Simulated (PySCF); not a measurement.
CH5NSn, SMILES [CH3][Sn][NH2], PBE0/def2-SVP optimised geometry.

```
8

Sn    -0.83    -0.82     0.00
C      1.38    -0.82     0.00
H      1.79    -1.84     0.09
H      1.76    -0.21     0.83
H      1.76    -0.38    -0.94
N     -0.92     1.21     0.00
H     -0.12     1.84     0.00
H     -1.79     1.73    -0.01
```

Density from PBE0/def2-TZVP, def2 effective core potentials past Kr in PySCF 2.14.0 at that geometry. The core electrons that the potentials of Sn replace are not part of the density.

Minimum of the electron density along straight lines between bonded atoms, close to the bond critical point (lines longer than 1.1 times the sum of covalent radii, or with two minima, are not listed):

```csv
bond,length / Å,ρ at the minimum / e bohr⁻³,∇²ρ there / e bohr⁻⁵,position (fraction from the first atom)
Sn1–C2,2.211,[?],0.11,0.50
C2–H3,1.100,0.267,-0.87,0.64
C2–H4,1.102,0.264,-0.85,0.64
C2–H5,1.103,0.264,-0.85,0.64
Sn1–N6,2.030,0.112,0.38,0.51
N6–H7,1.016,0.331,-1.58,0.74
N6–H8,1.015,0.332,-1.60,0.74
```

Question: Complete the blanks.

Answer: 
- Sn1–C2, ρ at the minimum / e bohr⁻³: 0.095
